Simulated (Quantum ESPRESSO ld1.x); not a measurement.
Gd XLV, 20 electrons, occupied as [Ar] 3d2.

Calculated with ld1.x of Quantum ESPRESSO 7.5: Dirac Kohn-Sham, relativistic LDA (MacDonald-Vosko exchange, VWN5 correlation), spin-unpolarised, spherical densities, point nucleus; open shells fill j = l - 1/2 first.

Energy parts (hartree):
total: -9603.41
kinetic: 10568.93
electron-nucleus: -21467.01
Hartree: 1426.67
exchange-correlation: -132.00

Orbitals (lengths in bohr, moments of r in powers of bohr):
| orbital | occ. | eigenvalue (hartree) | <r> | <1/r> | small-component weight |
|---|---|---|---|---|---|
| 1s1/2 | 2 | -1923.84 | 0.02199 | 71.37 | 5.65e-02 |
| 2s1/2 | 2 | -395.923 | 0.09235 | 17.17 | 1.27e-02 |
| 2p1/2 | 2 | -381.821 | 0.07707 | 17.12 | 1.27e-02 |
| 2p3/2 | 4 | -356.187 | 0.08371 | 15.16 | 1.18e-02 |
| 3s1/2 | 2 | -148.117 | 0.2291 | 6.734 | 4.63e-03 |
| 3p1/2 | 2 | -142.624 | 0.2169 | 6.666 | 4.57e-03 |
| 3p3/2 | 4 | -136.389 | 0.2274 | 6.153 | 4.34e-03 |
| 3d3/2 | 2 | -128.043 | 0.1970 | 6.033 | 4.19e-03 |
| 3d5/2 | 0 | -126.579 | 0.2002 | 5.905 | 4.13e-03 |

The highest occupied level is 3d3/2 at -3484.2 eV. The density falls to 0.001 e/bohr^3 at r = 0.70 bohr. Summed over all electrons, <r^2> = 0.6280 bohr^2, which gives a Langevin (diamagnetic) susceptibility term of -0.497 x 10^-6 cm^3/mol.
